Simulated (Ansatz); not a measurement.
Ansatz (a quantum-chemistry and plane-wave program) input (B3LYP-D3(BJ)/def2-TZVP):

Ansatz 0.2 input:
```yaml
crystal:
  periodic: [false, false, false]
  atoms:
    - {symbol: Be, position_ang: [-0.00000000, -0.00000000, -1.39842396]}
    - {symbol: Cl, position_ang: [0.00000000, 0.00000000, 0.32904093]}
basis:
  gaussian:
    orbitals: def2-TZVP
hamiltonian:
  xc: b3lyp
  dispersion: d3bj
total_charge: 1
phonons: {temperatures: {t_min: 298.15, t_max: 298.15, t_step: 100}}
```

Output:

```
Functional definition: B3LYP
integrals: 0.01 GiB planned
404 factors; their error is unknown
mean field: 0.10 GiB planned
mean field evaluation 1: about -12910.4876 eV, gradient 4.9e1 eV
mean field evaluation 2: about -12882.2237 eV, gradient 1.1e2 eV
mean field evaluation 4: about -12916.1313 eV, gradient 6.4e0 eV
mean field evaluation 8: about -12916.2706 eV, gradient 1.3e-2 eV
mean field -12916.27061026 eV, -474.6641899644 hartree, gradient 7.0e-5 eV, S^2 0.000000; 0 other end points of the search recorded, 0 dependent functions left out
the calculation of the forces begins
reference -12916.27079836 eV, -474.6641968770 hartree; 10, 10 occupied and 46, 46 virtual orbitals, 404 factors
these checks for a lower state are left out or cut short: stability, starts, cluster_reference, orbital_swaps, neighbouring_geometries, increment
integrals: 0.01 GiB planned
404 factors; their error is unknown
mean field: 0.10 GiB planned
mean field evaluation 16: about -12916.2706 eV, gradient 1.8e-5 eV
mean field -12916.27061026 eV, -474.6641899644 hartree, gradient 6.1e-7 eV, S^2 0.000000; 0 other end points of the search recorded, 0 dependent functions left out
the calculation of the forces begins
reference -12916.27079836 eV, -474.6641968770 hartree; 10, 10 occupied and 46, 46 virtual orbitals, 404 factors
these checks for a lower state are left out or cut short: stability, starts, cluster_reference, orbital_swaps, neighbouring_geometries, increment
integrals: 0.01 GiB planned
404 factors; their error is unknown
mean field: 0.10 GiB planned
mean field -12916.27061026 eV, -474.6641899644 hartree, gradient 6.1e-7 eV, S^2 0.000000; 0 other end points of the search recorded, 0 dependent functions left out
the calculation of the forces begins
reference -12916.27079836 eV, -474.6641968770 hartree; 10, 10 occupied and 46, 46 virtual orbitals, 404 factors
these checks for a lower state are left out or cut short: stability, starts, cluster_reference, orbital_swaps, neighbouring_geometries, increment
integrals: 0.01 GiB planned
404 factors; their error is unknown
mean field: 0.10 GiB planned
mean field evaluation 32: about -12916.2706 eV, gradient 1.0e-6 eV
mean field -12916.27061026 eV, -474.6641899644 hartree, gradient 6.1e-7 eV, S^2 0.000000; 0 other end points of the search recorded, 0 dependent functions left out
the calculation of the forces begins
reference -12916.27079836 eV, -474.6641968770 hartree; 10, 10 occupied and 46, 46 virtual orbitals, 404 factors
these checks for a lower state are left out or cut short: stability, starts, cluster_reference, orbital_swaps, neighbouring_geometries, increment
integrals: 0.01 GiB planned
404 factors; their error is unknown
mean field: 0.10 GiB planned
mean field -12916.27061026 eV, -474.6641899644 hartree, gradient 6.1e-7 eV, S^2 0.000000; 0 other end points of the search recorded, 0 dependent functions left out
the calculation of the forces begins
reference -12916.27079836 eV, -474.6641968770 hartree; 10, 10 occupied and 46, 46 virtual orbitals, 404 factors
these checks for a lower state are left out or cut short: stability, starts, cluster_reference, orbital_swaps, neighbouring_geometries, increment
integrals: 0.01 GiB planned
404 factors; their error is unknown
mean field: 0.10 GiB planned
mean field -12916.27052879 eV, -474.6641869703 hartree, gradient 2.8e-6 eV, S^2 0.000000; 0 other end points of the search recorded, 0 dependent functions left out
the calculation of the forces begins
reference -12916.27071680 eV, -474.6641938797 hartree; 10, 10 occupied and 46, 46 virtual orbitals, 404 factors
these checks for a lower state are left out or cut short: stability, starts, cluster_reference, orbital_swaps, neighbouring_geometries, increment
integrals: 0.01 GiB planned
404 factors; their error is unknown
mean field: 0.10 GiB planned
mean field -12916.27052839 eV, -474.6641869556 hartree, gradient 1.5e-6 eV, S^2 0.000000; 0 other end points of the search recorded, 0 dependent functions left out
the calculation of the forces begins
reference -12916.27071657 eV, -474.6641938713 hartree; 10, 10 occupied and 46, 46 virtual orbitals, 404 factors
these checks for a lower state are left out or cut short: stability, starts, cluster_reference, orbital_swaps, neighbouring_geometries, increment
integrals: 0.01 GiB planned
404 factors; their error is unknown
mean field: 0.10 GiB planned
mean field -12916.27061026 eV, -474.6641899644 hartree, gradient 6.1e-7 eV, S^2 0.000000; 0 other end points of the search recorded, 0 dependent functions left out
the calculation of the forces begins
reference -12916.27079836 eV, -474.6641968770 hartree; 10, 10 occupied and 46, 46 virtual orbitals, 404 factors
these checks for a lower state are left out or cut short: stability, starts, cluster_reference, orbital_swaps, neighbouring_geometries, increment
integrals: 0.01 GiB planned
404 factors; their error is unknown
mean field: 0.10 GiB planned
mean field evaluation 64: about -12916.2706 eV, gradient 5.7e-2 eV
mean field -12916.27061026 eV, -474.6641899644 hartree, gradient 6.1e-7 eV, S^2 0.000000; 0 other end points of the search recorded, 0 dependent functions left out
the calculation of the forces begins
reference -12916.27079836 eV, -474.6641968770 hartree; 10, 10 occupied and 46, 46 virtual orbitals, 404 factors
these checks for a lower state are left out or cut short: stability, starts, cluster_reference, orbital_swaps, neighbouring_geometries, increment
integrals: 0.01 GiB planned
404 factors; their error is unknown
mean field: 0.10 GiB planned
mean field -12916.27061026 eV, -474.6641899644 hartree, gradient 6.1e-7 eV, S^2 0.000000; 0 other end points of the search recorded, 0 dependent functions left out
the calculation of the forces begins
reference -12916.27079836 eV, -474.6641968770 hartree; 10, 10 occupied and 46, 46 virtual orbitals, 404 factors
these checks for a lower state are left out or cut short: stability, starts, cluster_reference, orbital_swaps, neighbouring_geometries, increment
integrals: 0.01 GiB planned
404 factors; their error is unknown
mean field: 0.10 GiB planned
mean field -12916.27061026 eV, -474.6641899644 hartree, gradient 6.1e-7 eV, S^2 0.000000; 0 other end points of the search recorded, 0 dependent functions left out
the calculation of the forces begins
reference -12916.27079836 eV, -474.6641968770 hartree; 10, 10 occupied and 46, 46 virtual orbitals, 404 factors
these checks for a lower state are left out or cut short: stability, starts, cluster_reference, orbital_swaps, neighbouring_geometries, increment
integrals: 0.01 GiB planned
404 factors; their error is unknown
mean field: 0.10 GiB planned
mean field -12916.27052839 eV, -474.6641869556 hartree, gradient 1.5e-6 eV, S^2 0.000000; 0 other end points of the search recorded, 0 dependent functions left out
the calculation of the forces begins
reference -12916.27071657 eV, -474.6641938713 hartree; 10, 10 occupied and 46, 46 virtual orbitals, 404 factors
these checks for a lower state are left out or cut short: stability, starts, cluster_reference, orbital_swaps, neighbouring_geometries, increment
integrals: 0.01 GiB planned
404 factors; their error is unknown
mean field: 0.10 GiB planned
mean field evaluation 96: about -12916.2705 eV, gradient 2.8e-6 eV
mean field -12916.27052879 eV, -474.6641869703 hartree, gradient 2.8e-6 eV, S^2 0.000000; 0 other end points of the search recorded, 0 dependent functions left out
the calculation of the forces begins
reference -12916.27071680 eV, -474.6641938797 hartree; 10, 10 occupied and 46, 46 virtual orbitals, 404 factors
Total energy: -12916.33157140 eV, -474.6664302450 hartree
Atom 0 at    -0.000000    -0.000000    -1.398424 Å, force    -0.000000     0.000000     0.001307 eV/Å
Atom 1 at     0.000000     0.000000     0.329041 Å, force     0.000000    -0.000000    -0.001307 eV/Å
Dipole moment:    -0.000000    -0.000000    -1.667534 e Å
Vibrations: 994.61 cm⁻¹, zero-point energy 0.061658 eV
```
